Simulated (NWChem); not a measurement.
Excited singlets of Cl$_{2}$Ge by symmetry

```xyz
3

Ge     0.0000     0.0000    -0.7250
Cl    -1.7098     0.0000     0.6823
Cl     1.7098     0.0000     0.6823
```
Charge 0, spin multiplicity 1.

Program: NWChem. All single points use one geometry, from PBE/def2-SVP, a minimum by its harmonic frequencies.

Basis set: def2-SVPD. Symmetry labels belong to the abelian group C2v used in the runs, with the axes of the coordinates shown. Entries are the lowest vertical excitation energy of each symmetry in eV (for CIS and TDDFT among the lowest few roots); a state of one symmetry need not have the same character in every method. Symmetries that some method's roots don't reach, or where a double excitation leads the EOM-CCSD root, are left out.

The Hamiltonian is non-relativistic. The correlated methods keep 19 core orbitals frozen. B3LYP has NWChem's definition, with VWN1-RPA local correlation. The structure started from a generated list of species. Coupled-cluster values serve here as a point of comparison, not as the truth.

```tsv
method	b2	a2	b1	a1
CIS	4.38	6.20	6.78	7.05
TD-PBE	3.65	3.76	4.57	5.25
TD-B3LYP	3.80	4.14	4.89	5.56
TD-BHandHLYP	4.01	4.89	5.56	6.17
EOM-CCSD	4.01	4.96	5.52	6.20
```
